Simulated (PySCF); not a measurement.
H₁₂MnO₆ (SMILES [OH2]->[Mn+2](<-[OH2])(<-[OH2])(<-[OH2])(<-[OH2])<-[OH2]), charge +2, sextet, at a GFN2-xTB geometry (such geometries of metal compounds can be far from the true shape); PySCF with B3LYP/STO-3G.

Input for PySCF:
```python
from pyscf import gto, scf, dft

mol = gto.Mole()
mol.atom = '''
    Mn   -0.00063942    0.00020933    0.00001784
    O    -0.82550013    1.89228342   -1.07802357
    H    -1.63758451    1.95817530   -1.59398725
    H    -0.43216225    2.77281080   -1.08098040
    O     1.82393510    1.16911336    0.84561490
    H     1.87320341    1.64034769    1.68558344
    H     2.67593419    1.29945647    0.41299253
    O     1.20817102   -0.47524321   -1.92953272
    H     1.77470768   -1.24085005   -2.08097995
    H     1.22506864    0.03828599   -2.74564457
    O    -1.16899651    0.58686199    1.92700856
    H    -1.73161816    1.36017882    2.05142413
    H    -1.20228042    0.09339134    2.75491605
    O    -1.83661873   -1.22494394   -0.74206859
    H    -1.91193093   -1.70521728   -1.57496564
    H    -2.68021292   -1.33794237   -0.28861353
    O     0.80633101   -1.95046856    0.97679709
    H     0.39238237   -2.82137762    0.96264610
    H     1.61190443   -2.04331680    1.49879762
'''
mol.basis = 'sto-3g'
mol.charge = 2
mol.spin = 5
mol.verbose = 4
mol.build()

mf = dft.UKS(mol)
mf.xc = 'b3lyp'
mf.kernel()
mf.analyze()
```

It wrote (shortened):

```
PySCF version 2.14.0

[INPUT] verbose = 4
[INPUT] num. atoms = 19
[INPUT] num. electrons = 83
[INPUT] charge = 2
[INPUT] spin (= nelec alpha-beta = 2S) = 5
[INPUT] symmetry False subgroup None
[INPUT] Mole.unit = angstrom
[INPUT] Symbol           X                Y                Z      unit          X                Y                Z       unit  Magmom
[...]
nuclear repulsion = 596.601399994483
number of shells = 38
number of NR pGTOs = 180
number of NR cGTOs = 60
basis = sto-3g
ecp = {}

******** <class 'pyscf.dft.uks.UKS'> ********
method = UKS
initial guess = minao
damping factor = 0
level_shift factor = 0
DIIS = <class 'pyscf.scf.diis.CDIIS'>
diis_start_cycle = 1
diis_space = 8
diis_damp = 0
SCF conv_tol = 1e-09
SCF conv_tol_grad = None
SCF max_cycles = 50
direct_scf = True
direct_scf_tol = 1e-13
number electrons alpha = 44  beta = 39
XC library pyscf.dft.libxc version 7.1.2
    S. Lehtola, C. Steigemann, M. J. T. Oliveira, and M. A. L. Marques,  SoftwareX 7, 1–5 (2018)
XC functionals = b3lyp
    P. J. Stephens, F. J. Devlin, C. F. Chabalowski, and M. J. Frisch,  J. Phys. Chem. 98, 11623 (1994)
radial grids:
    Treutler-Ahlrichs [JCP 102, 346 (1995); DOI:10.1063/1.469408] (M4) radial grids

becke partition: Becke, JCP 88, 2547 (1988); DOI:10.1063/1.454033
pruning grids: <function nwchem_prune>
grids dens level: 3
symmetrized grids: False
atomic radii adjust function: <function treutler_atomic_radii_adjust>
small_rho_cutoff = 0
Set gradient conv threshold to 3.16228e-05
tot grids = 223096
init E= -1588.4639996489

cycle= 1 E= -1581.8254119695  delta_E= 6.64  |g|= 2.68  |ddm|= 5.64

cycle= 2 E= -1565.85431009452  delta_E=   16  |g|= 2.28  |ddm|= 7.79

cycle= 3 E= -1578.94158526602  delta_E= -13.1  |g|= 2.74  |ddm|= 8.72

cycle= 4 E= -1579.18881716444  delta_E= -0.247  |g|= 2.62  |ddm|= 3.35

cycle= 5 E= -1573.89173787609  delta_E=  5.3  |g|= 2.53  |ddm|= 6.12

cycle= 6 E= -1574.31582692634  delta_E= -0.424  |g|=  2.4  |ddm|= 3.37

cycle= 7 E= -1571.60905575736  delta_E= 2.71  |g|= 2.34  |ddm|= 6.62

cycle= 8 E= -1581.5046640083  delta_E= -9.9  |g|= 1.86  |ddm|= 5.75

cycle= 9 E= -1589.04424983458  delta_E= -7.54  |g|= 0.817  |ddm|= 4.65

cycle= 10 E= -1587.53952321953  delta_E=  1.5  |g|= 1.33  |ddm|= 4.34

cycle= 11 E= -1574.38216449233  delta_E= 13.2  |g|= 3.24  |ddm|=  5.2

cycle= 12 E= -1584.8650379998  delta_E= -10.5  |g|= 1.87  |ddm|= 2.19
cycle= 13 E= -1590.39321307253  delta_E= -5.53  |g|= 0.333  |ddm|= 3.09
cycle= 14 E= -1590.44189297358  delta_E= -0.0487  |g|= 0.213  |ddm|= 0.321
cycle= 15 E= -1590.45437939714  delta_E= -0.0125  |g|= 0.17  |ddm|= 0.109
cycle= 16 E= -1590.46767130645  delta_E= -0.0133  |g|= 0.109  |ddm|= 0.152
cycle= 17 E= -1590.47457430171  delta_E= -0.0069  |g|= 0.053  |ddm|= 0.117
cycle= 18 E= -1590.47673365986  delta_E= -0.00216  |g|= 0.00431  |ddm|= 0.104
cycle= 19 E= -1590.47677574076  delta_E= -4.21e-05  |g|= 0.00299  |ddm|= 0.0378
cycle= 20 E= -1590.47681646379  delta_E= -4.07e-05  |g|= 0.00171  |ddm|= 0.0295
cycle= 21 E= -1590.47679994725  delta_E= 1.65e-05  |g|= 0.00154  |ddm|= 0.0125
cycle= 22 E= -1590.47673350808  delta_E= 6.64e-05  |g|= 0.000858  |ddm|= 0.104
cycle= 23 E= -1590.47673430899  delta_E= -8.01e-07  |g|= 0.000566  |ddm|= 0.0064
cycle= 24 E= -1590.47673580039  delta_E= -1.49e-06  |g|= 0.000247  |ddm|= 0.00991
cycle= 25 E= -1590.47673677421  delta_E= -9.74e-07  |g|= 0.000286  |ddm|= 0.00404
cycle= 26 E= -1590.47673441809  delta_E= 2.36e-06  |g|= 0.000203  |ddm|= 0.0111
cycle= 27 E= -1590.47673305291  delta_E= 1.37e-06  |g|= 4.95e-05  |ddm|= 0.0164
cycle= 28 E= -1590.4767330833  delta_E= -3.04e-08  |g|= 5.02e-05  |ddm|= 0.00149
cycle= 29 E= -1590.47673307567  delta_E= 7.63e-09  |g|= 5.24e-05  |ddm|= 0.000216
cycle= 30 E= -1590.47673306787  delta_E= 7.81e-09  |g|= 4.47e-05  |ddm|= 0.000736
cycle= 31 E= -1590.47673310149  delta_E= -3.36e-08  |g|= 5.51e-05  |ddm|= 0.00137
cycle= 32 E= -1590.47673305899  delta_E= 4.25e-08  |g|= 4.47e-05  |ddm|= 0.00153
[...]
converged SCF energy = -1590.4767330094  <S^2> = 8.7517416  2S+1 = 6.0005805
Total Energy =                       -1590.476733009401187
[...]
spin_pop of  0 Mn 4py       0.00384
spin_pop of  0 Mn 4pz       0.00386
spin_pop of  0 Mn 3dxy      0.99070
spin_pop of  0 Mn 3dyz      0.99268
spin_pop of  0 Mn 3dz^2     0.99456
spin_pop of  0 Mn 3dxz      0.99020
spin_pop of  0 Mn 3dx2-y2    0.99537
spin_pop of  1 O 1s        0.00000
spin_pop of  1 O 2s        0.00187
spin_pop of  1 O 2px      -0.00107
spin_pop of  1 O 2py      -0.00308
spin_pop of  1 O 2pz      -0.00118
spin_pop of  2 H 1s        0.00261
spin_pop of  3 H 1s        0.00249
spin_pop of  4 O 1s        0.00000
spin_pop of  4 O 2s        0.00180
spin_pop of  4 O 2px      -0.00289
spin_pop of  4 O 2py      -0.00125
spin_pop of  4 O 2pz      -0.00113
spin_pop of  5 H 1s        0.00255
spin_pop of  6 H 1s        0.00239
spin_pop of  7 O 1s        0.00000
spin_pop of  7 O 2s        0.00180
spin_pop of  7 O 2px      -0.00139
spin_pop of  7 O 2py      -0.00073
spin_pop of  7 O 2pz      -0.00316
spin_pop of  8 H 1s        0.00239
spin_pop of  9 H 1s        0.00255
spin_pop of  10 O 1s        0.00000
spin_pop of  10 O 2s        0.00187
spin_pop of  10 O 2px      -0.00132
spin_pop of  10 O 2py      -0.00085
spin_pop of  10 O 2pz      -0.00316
spin_pop of  11 H 1s        0.00261
spin_pop of  12 H 1s        0.00249
spin_pop of  13 O 1s        0.00000
spin_pop of  13 O 2s        0.00187
spin_pop of  13 O 2px      -0.00293
spin_pop of  13 O 2py      -0.00140
spin_pop of  13 O 2pz      -0.00100
spin_pop of  14 H 1s        0.00249
spin_pop of  15 H 1s        0.00261
spin_pop of  16 O 1s        0.00000
spin_pop of  16 O 2s        0.00180
spin_pop of  16 O 2px      -0.00103
spin_pop of  16 O 2py      -0.00328
spin_pop of  16 O 2pz      -0.00097
spin_pop of  17 H 1s        0.00255
spin_pop of  18 H 1s        0.00239
 ** Mulliken Spin Density (per atom)  **
spin density of  0 Mn =      4.99070
spin density of  1 O =     -0.00346
spin density of  2 H =      0.00261
spin density of  3 H =      0.00249
spin density of  4 O =     -0.00347
spin density of  5 H =      0.00255
spin density of  6 H =      0.00239
spin density of  7 O =     -0.00347
spin density of  8 H =      0.00239
spin density of  9 H =      0.00255
spin density of  10 O =     -0.00346
spin density of  11 H =      0.00261
spin density of  12 H =      0.00249
spin density of  13 O =     -0.00346
spin density of  14 H =      0.00249
spin density of  15 H =      0.00261
spin density of  16 O =     -0.00347
spin density of  17 H =      0.00255
spin density of  18 H =      0.00239
 ** Mulliken pop alpha/beta on meta-lowdin orthogonal AOs **
 ** Mulliken pop       alpha | beta **
In total            44.00000 | 39.00000
 ** Mulliken atomic charges   ( Nelec_alpha | Nelec_beta ) **
charge of  0Mn =      1.13228  (    14.42921      9.43851 )
charge of  1O =     -0.28087  (     4.13870      4.14216 )
charge of  2H =      0.21269  (     0.39496      0.39235 )
charge of  3H =      0.21261  (     0.39494      0.39245 )
charge of  4O =     -0.28079  (     4.13866      4.14213 )
charge of  5H =      0.21284  (     0.39485      0.39231 )
charge of  6H =      0.21275  (     0.39482      0.39243 )
charge of  7O =     -0.28079  (     4.13866      4.14213 )
charge of  8H =      0.21275  (     0.39482      0.39243 )
charge of  9H =      0.21284  (     0.39485      0.39231 )
charge of  10O =     -0.28087  (     4.13870      4.14216 )
charge of  11H =      0.21270  (     0.39495      0.39235 )
charge of  12H =      0.21261  (     0.39494      0.39245 )
charge of  13O =     -0.28087  (     4.13870      4.14216 )
charge of  14H =      0.21261  (     0.39494      0.39245 )
charge of  15H =      0.21269  (     0.39496      0.39235 )
charge of  16O =     -0.28079  (     4.13866      4.14213 )
charge of  17H =      0.21284  (     0.39485      0.39230 )
charge of  18H =      0.21275  (     0.39482      0.39243 )

WARN: System has nonzero charge 2; the dipole moment is origin-dependent.
Location of origin: [0. 0. 0.]

Dipole moment(X, Y, Z, Debye): -0.09526,  0.03113,  0.00271
```
